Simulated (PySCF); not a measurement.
Species: C2H8AlAsS.
Bonds: C1–S2, S2–Al3, Al3–As4, As4–C5. Hydrogens: H6, H7, H8 on C1; H9 on Al3; H10 on As4; H11, H12, H13 on C5.

Computed, not measured: PySCF, PBE0-D3(BJ)/def2-SVP geometry optimisation, gas phase.

Q: How far are the bound atoms from Al3?

A: 3 atoms: H9 1.588 Å, S2 2.181 Å, As4 2.430 Å. The nearest atom not counted as bound is H10, at 2.88 Å.

Q: List the angles at Al3.

A: 
| angle | degrees | distance of the outer atoms (Å) |
| --- | --- | --- |
| As4–Al3–H9 | 125.3 | 3.59 |
| S2–Al3–As4 | 118.2 | 3.96 |
| S2–Al3–H9 | 116.4 | 3.22 |

Q: What is the shape at Al3?

A: Planar: angles 125.3°, 118.2° and 116.4°, sum 359.9°, 0.04 Å off the plane of its three neighbours.

Q: What are the other bond lengths?

A: C1–S2 1.829 Å; As4–C5 1.986 Å; C1–H6, C1–H7, C1–H8 1.098 Å; As4–H10 1.529 Å; C5–H11, C5–H12, C5–H13 1.098 Å.

Q: Give some angles away from the centre.

A: C1–S2–Al3 102.9°, Al3–As4–C5 97.9°.

Q: What are the rotational constants (commonest isotopes, rigid rotor)?

A: A = 4241, B = 907.8, C = 770.2 MHz: a near-prolate asymmetric top.

Point group: C1 (no symmetry element, even within 0.4 Å). Charge 0, singlet. No PBE0-D3(BJ)/def2-SVP frequencies stand behind this structure, so it isn't proved a minimum.

Conformer computed: `[CH3:1][S:2][AlH:3][AsH:4][CH3:5]`: C1–S2–Al3–As4 3°, S2–Al3–As4–C5 -160°.

One conformer stands for the species.
